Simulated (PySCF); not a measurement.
What happened in this job?

A core-ionisation job on C2H7BBrN, SMILES `C=C[B@@H-]([NH3+])Br`. Level of theory: delta-SCF UKS HF, pcX-2 on the ionised atom, pcseg-1 elsewhere, spin-free X2C (PySCF 2.14.0).

Driver input (Å, PBE0-D3(BJ)/def2-SVP geometry):

```
{"job": {"kind": "xps", "xc": "HF"}, "charge": 0, "multiplicity": 1}
C      1.9685    -0.6335    -0.1764
C      0.7630    -0.5710     0.4019
B     -0.2179     0.6648     0.2708
N     -1.5735     0.1693    -0.4785
Br    -0.9319     1.2910     2.0745
H      2.6378    -1.4934    -0.0587
H      2.3477     0.1975    -0.7824
H      0.4582    -1.4311     1.0195
H      0.2017     1.6066    -0.3755
H     -2.0112    -0.5937     0.0439
H     -1.3662    -0.1585    -1.4247
H     -2.2499     0.9340    -0.5277
```

Output:

```
ground state, core basis on atom 0 (C), 149 functions
  cycle   1  E = -2755.83798872  |g| = 4.57e-01
  cycle   2  E = -2755.90916506  |g| = 1.86e-01
  cycle   3  E = -2755.91770903  |g| = 5.83e-02
  cycle   4  E = -2755.91886501  |g| = 1.06e-02
  cycle   5  E = -2755.91891366  |g| = 3.51e-03
  cycle   6  E = -2755.91891935  |g| = 1.14e-03
  cycle   7  E = -2755.91892021  |g| = 4.85e-04
  E(ground) = -2755.91892021 Eh
hole in C 1s of atom 0
  cycle   1  E = -2744.69443445  |g| = 1.49e+00
  cycle   2  E = -2745.01795996  |g| = 8.62e-01
  cycle   3  E = -2745.26247989  |g| = 1.21e-01
  cycle   4  E = -2745.27013476  |g| = 3.78e-02
  cycle   5  E = -2745.27141190  |g| = 2.17e-02
  cycle   6  E = -2745.27272697  |g| = 1.41e-02
  cycle   7  E = -2745.27355452  |g| = 1.05e-02
  cycle   8  E = -2745.27418131  |g| = 7.24e-03
  cycle   9  E = -2745.27459153  |g| = 2.86e-03
  cycle  10  E = -2745.27464386  |g| = 1.08e-03
  cycle  11  E = -2745.27464745  |g| = 4.84e-04
  E(ion) = -2745.27464745 Eh   <S^2> = 0.9043   hole on atom = 1.000   binding energy = 289.645 eV
ground state, core basis on atom 1 (C), 149 functions
  cycle   1  E = -2755.91933394  |g| = 2.47e-02
  cycle   2  E = -2755.91938458  |g| = 4.58e-03
  cycle   3  E = -2755.91938921  |g| = 2.91e-03
  cycle   4  E = -2755.91939123  |g| = 3.93e-04
  E(ground) = -2755.91939123 Eh
hole in C 1s of atom 1
  cycle   1  E = -2744.71452618  |g| = 1.50e+00
  cycle   2  E = -2745.01303783  |g| = 8.86e-01
  cycle   3  E = -2745.27681897  |g| = 1.36e-01
  cycle   4  E = -2745.28583698  |g| = 3.78e-02
  cycle   5  E = -2745.28711481  |g| = 2.20e-02
  cycle   6  E = -2745.28857643  |g| = 1.66e-02
  cycle   7  E = -2745.28996524  |g| = 1.36e-02
  cycle   8  E = -2745.29121151  |g| = 1.06e-02
  cycle   9  E = -2745.29234210  |g| = 4.44e-03
  cycle  10  E = -2745.29243823  |g| = 1.48e-03
  cycle  11  E = -2745.29244734  |g| = 6.45e-04
  cycle  12  E = -2745.29245015  |g| = 5.02e-04
  cycle  13  E = -2745.29245289  |g| = 5.89e-04
  cycle  14  E = -2745.29244827  |g| = 4.40e-04
  E(ion) = -2745.29244827 Eh   <S^2> = 1.0005   hole on atom = 1.000   binding energy = 289.174 eV
ground state, core basis on atom 2 (B), 149 functions
  cycle   1  E = -2755.91445086  |g| = 2.70e-02
  cycle   2  E = -2755.91456343  |g| = 5.03e-03
  cycle   3  E = -2755.91457063  |g| = 1.97e-03
  cycle   4  E = -2755.91457180  |g| = 3.55e-04
  E(ground) = -2755.91457180 Eh
hole in B 1s of atom 2
  cycle   1  E = -2748.30151267  |g| = 1.17e+00
  cycle   2  E = -2748.54266657  |g| = 6.27e-01
  cycle   3  E = -2748.71356636  |g| = 1.38e-01
  cycle   4  E = -2748.72401056  |g| = 2.79e-02
  cycle   5  E = -2748.72475088  |g| = 1.53e-02
  cycle   6  E = -2748.72519246  |g| = 1.07e-02
  cycle   7  E = -2748.72560161  |g| = 6.27e-03
  cycle   8  E = -2748.72581557  |g| = 3.38e-03
  cycle   9  E = -2748.72588049  |g| = 2.57e-03
  cycle  10  E = -2748.72592010  |g| = 2.29e-03
  cycle  11  E = -2748.72595280  |g| = 2.16e-03
  cycle  12  E = -2748.72599472  |g| = 2.06e-03
  cycle  13  E = -2748.72606520  |g| = 1.88e-03
  cycle  14  E = -2748.72620572  |g| = 1.23e-03
  cycle  15  E = -2748.72624697  |g| = 5.55e-04
  cycle  16  E = -2748.72624507  |g| = 4.40e-04
  E(ion) = -2748.72624507 Eh   <S^2> = 0.8658   hole on atom = 1.000   binding energy = 195.604 eV
ground state, core basis on atom 3 (N), 149 functions
  cycle   1  E = -2755.92948574  |g| = 2.79e-02
  cycle   2  E = -2755.92955078  |g| = 3.46e-03
  cycle   3  E = -2755.92955386  |g| = 1.59e-03
  cycle   4  E = -2755.92955442  |g| = 3.11e-04
  E(ground) = -2755.92955442 Eh
hole in N 1s of atom 3
  cycle   1  E = -2740.25295965  |g| = 1.84e+00
  cycle   2  E = -2740.67487382  |g| = 9.70e-01
  cycle   3  E = -2740.92284119  |g| = 1.11e-01
  cycle   4  E = -2740.92727524  |g| = 2.50e-02
  cycle   5  E = -2740.92778118  |g| = 1.49e-02
  cycle   6  E = -2740.92809320  |g| = 7.00e-03
  cycle   7  E = -2740.92817478  |g| = 2.36e-03
  cycle   8  E = -2740.92818244  |g| = 8.97e-04
  cycle   9  E = -2740.92818431  |g| = 5.33e-04
  cycle  10  E = -2740.92818536  |g| = 4.73e-04
  E(ion) = -2740.92818536 Eh   <S^2> = 0.7768   hole on atom = 1.000   binding energy = 408.208 eV
```

The program numbers atoms from 0.

Task: Do all binding energies of this run deserve the same trust?

Result: No. Every hole passed the driver's convergence checks (|g| < 5e-4, core orbital emptied to over 0.9), but ⟨S²⟩ is 1.000 for C1s on atom 1, 0.904 for C1s on atom 0 and 0.866 for B1s on atom 2, against 0.75 for a pure doublet, so the unrestricted ion state holds higher spin components.

Task: What would you do next?

Result: Recompute such holes with a restricted open-shell or spin-projected scheme and compare; until then these binding energies are doubtful.
